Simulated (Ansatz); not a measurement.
The same path of H3InN (5 atoms, charge 0, multiplicity 2) was run twice with different band settings. The coordinate that changes most is the angle H3–N1–In2.

Theory: Ansatz 0.2.0, UKS PBE-D4/def2-SVP.

Relaxed end points:

```xyz
5
Properties=species:S:1:pos:R:3
N 0.868 -1.164 0.369
In -0.268 0.456 -0.315
H 0.666 -1.412 1.363
H -1.738 0.087 -1.176
H 0.471 2.032 -0.241
```

```xyz
5
Properties=species:S:1:pos:R:3
N -0.062 -0.592 1.374
In -0.103 0.355 -0.492
H 0.618 -1.383 1.416
H -1.331 -0.163 -1.616
H 0.879 1.783 -0.681
```

Common settings: spring 5.0 eV/Å²; optimiser quadratic models (default); start path IDPP; force threshold 0.05 eV/Å; iteration limit 60; end points relaxed.

| run | movable images | climbing image |
| --- | --- | --- |
| 1 | 7 | yes |
| 2 | 3 | no |

(1) What does each run give, and how far can it be trusted?

Answers

(1) Run 1: converged after 4 iterations, highest image 0.206 eV above the first end. A vibrational analysis at the climbing image gives one clearly imaginary mode, 413i cm⁻¹: a first-order saddle point.
Run 2: converged after 4 iterations, highest image 0.206 eV above the first end. No image climbed, so the highest image needn't sit at the top of the path. So few images can step over the top or miss a turn of the path.
